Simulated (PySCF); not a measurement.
A structure optimised at r2SCAN-D4/def2-SVP, used in a PySCF frequency run:

```xyz
8

F     -0.1979     2.6475     0.0000
C      0.3401     1.4241     0.0000
C     -0.4985     0.3168     0.0000
C     -0.0610    -0.9833     0.0000
F     -0.8541    -2.0346     0.0000
F      1.2147    -1.3274     0.0000
H      1.4322     1.4094     0.0000
H     -1.5801     0.4747     0.0000
```
Charge 0, spin multiplicity 2.

Task: Write its SMILES, formula and point group.

Result: F/C=C/[C](F)F, C3H2F3, Cs

Task: What are its rotational constants (standard atomic weights)?

Result: 9.7889, 1.7756, 1.5029 GHz
